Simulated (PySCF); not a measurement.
The numbers below are computed, except where a source is named.
A vibrational averaging run on CH₄Cl₂Si, SMILES C[SiH](Cl)Cl. A sound run at B3LYP/pcSseg-1 gave B0 = 4236, 2339, 1646 MHz, harmonic ZPE 10757 cm⁻¹, lowest mode 170 cm⁻¹ and averaged shieldings 167.72, 304.30, 846.80, 846.74, 30.27, 30.27, 30.03, 25.42 ppm.

Input of the run in question:

```
{"job": {"xc": "B3LYP", "basis": "pcSseg-1", "grid": 2, "temperatures": [400, 700], "drop_cubic": true, "kind": "iso"}, "charge": 0, "multiplicity": 1}
C     -1.010733    -0.201045    -0.043410
Si     0.792780     0.208205     0.140873
Cl     1.932793    -1.497295    -0.182837
Cl     1.327375     1.653768    -1.251105
H     -1.623682     0.692341     0.123839
H     -1.305001    -0.964568     0.686146
H     -1.226582    -0.583078    -1.046880
H      1.149279     0.729321     1.475114
```

Command: OMP_NUM_THREADS=1 python ens_run.py task.json out

Output:

```
parent
  Be/MHz 4258.299 2341.633 1651.665
  B0/MHz 4263.899 2344.006 1652.082
  ZPE/cm-1 10757.2
  <sigma>(0 K)/ppm 166.579 305.356 848.990 848.990 30.047 30.046 29.808 25.509
30Si at atom 1
  Be/MHz 4231.614 2337.242 1649.816
  B0/MHz 4237.149 2339.59 1650.23
  ZPE/cm-1 10737.8
  <sigma>(0 K)/ppm 166.582 305.363 849.026 849.027 30.047 30.046 29.808 25.509
```

Task: What is doubtful here, and how much did it matter?

Result: The setting at fault: cubic force constants left out. The isotope effects on the shieldings at 0 K read 3, 7, 37, 37, 0, 0, 0, 0 ppb against 6, 20, 60, 60, 0, 0, 0, 1 ppb in the sound run, and B0 − Be of the smallest constant 0.417 against -5.79 MHz.
